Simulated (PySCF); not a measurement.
# Molecular orbitals of LaI

UHF at R = 2.943 Å; basis La x2c-TZVPall, I x2c-TZVPall; spin-free X2C with a Gaussian nucleus; PySCF 2.14. State: triplet, about 0.0 electrons in the 4f shell (Mulliken). Only the outer orbitals are listed, counted within each symmetry.

| spin | orbital | occ. | ε (eV) | on La (%) | main shells (%) |
| --- | --- | --- | --- | --- | --- |
| α | 21σ | 1 | -22.58 | 7 | 93 I s |
| α | 22σ | 1 | -10.09 | 12 | 87 I p |
| α | 12π | 1 | -9.42 | 6 | 93 I p |
| α | 12π | 1 | -9.42 | 6 | 93 I p |
| α | 5δ | 1 | -6.58 | 100 | 100 La d |
| α | 23σ | 1 | -5.55 | 100 | 78 La s, 14 La d |
| α | 13π | 0 | 0.05 | 100 | 79 La p, 21 La d |
| α | 13π | 0 | 0.05 | 100 | 79 La p, 21 La d |
| α | 24σ | 0 | 0.16 | 98 | 52 La p, 43 La d |
| β | 21σ | 1 | -22.64 | 7 | 93 I s |
| β | 22σ | 1 | -10.06 | 11 | 89 I p |
| β | 12π | 1 | -9.46 | 5 | 95 I p |
| β | 12π | 1 | -9.46 | 5 | 95 I p |
| β | 23σ | 0 | -0.01 | 100 | 77 La s, 23 La p |
| β | 13π | 0 | 0.91 | 100 | 83 La p, 17 La d |
| β | 13π | 0 | 0.91 | 100 | 83 La p, 17 La d |

Problem. Which are the highest filled and the lowest empty level, where do they sit, and how wide is the gap?

Solution. Highest filled α 23σ at -5.55 eV (in %: 78 La s, 14 La d); lowest empty β 23σ at -0.01 eV (in %: 77 La s, 23 La p); the gap at UHF is 5.54 eV.

- bond order (Mayer): 0.89
- ⟨S²⟩: 2.008
- charge on La (Mulliken, basis-dependent): 0.53
- charge on La (Löwdin, basis-dependent): -0.06
- dipole moment (positive dipole means La(−)I(+)): -5.45 D
- polarisability along the bond: 241.5 bohr³
- polarisability across the bond: 308.5 bohr³

Spin–orbit coupling is left out. With d or f electrons several states lie close, and the lowest PBE0 determinant need not be the measured ground state.
